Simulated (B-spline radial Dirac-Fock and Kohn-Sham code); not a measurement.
## Rb 3d5/2: cross section and angular parameters

System: neutral rubidium, 1s2 2s2 2p6 3s2 3p6 3d10 4s2 4p6 5s1; threshold 112.0 eV (tabulated edge). Level of theory: Dirac-Hartree-Slater photoionisation with a Latter tail; cross sections with all multipoles, angular parameters from the dipole term and its interference with E2; a B-spline atomic structure program.

| hν (eV) | σ (kb) | β | γ | δ |
| --- | --- | --- | --- | --- |
| 150 | 2260 | 0.073 | -0.008 | 0.006 |
| 507 | 728 | 1.144 | 0.076 | 0.033 |
| 520 | 684 | 1.152 | 0.082 | 0.033 |
| 545 | 610 | 1.166 | 0.093 | 0.034 |
| 600 | 479 | 1.189 | 0.118 | 0.037 |
| 718 | 298 | 1.213 | 0.173 | 0.043 |
| 800 | 221 | 1.218 | 0.211 | 0.046 |
| 881 | 168 | 1.217 | 0.247 | 0.050 |
| 958 | 132 | 1.212 | 0.280 | 0.053 |
| 1120 | 82.3 | 1.194 | 0.346 | 0.060 |
| 1190 | ? | ? | ? | ? |
| 1253.6 | 58.1 | 1.175 | 0.397 | 0.066 |
| 1300 | 51.8 | 1.167 | 0.414 | 0.068 |
| 1486.9 | 33.7 | 1.136 | 0.479 | 0.076 |
| 1720 | 20.9 | 1.096 | 0.551 | 0.087 |
| 1950 | 13.7 | 1.057 | 0.614 | 0.098 |
| 2260 | 8.28 | 1.007 | 0.688 | 0.113 |
| 2400 | 6.72 | 0.985 | 0.718 | 0.119 |
| 2510 | 5.74 | 0.969 | 0.741 | 0.124 |
| 4000 | 1.05 | 0.793 | 0.961 | 0.194 |
| 4190 | 0.882 | 0.776 | 0.981 | 0.203 |
| 4580 | 0.629 | 0.743 | 1.019 | 0.220 |
| 5414.7 | 0.330 | 0.682 | 1.088 | 0.257 |
| 7360 | 0.0979 | 0.577 | 1.204 | 0.338 |
| 11200 | 0.0175 | 0.447 | 1.327 | 0.480 |
| 13800 | 0.00723 | 0.386 | 1.365 | 0.567 |

Question: Give the values at 1190 eV.

Answer: σ = 68.3 kb, β = 1.184, γ = 0.373, δ = 0.063.

Values without a named source are computed, but for edge energies of neutral atoms, which are taken from tables.
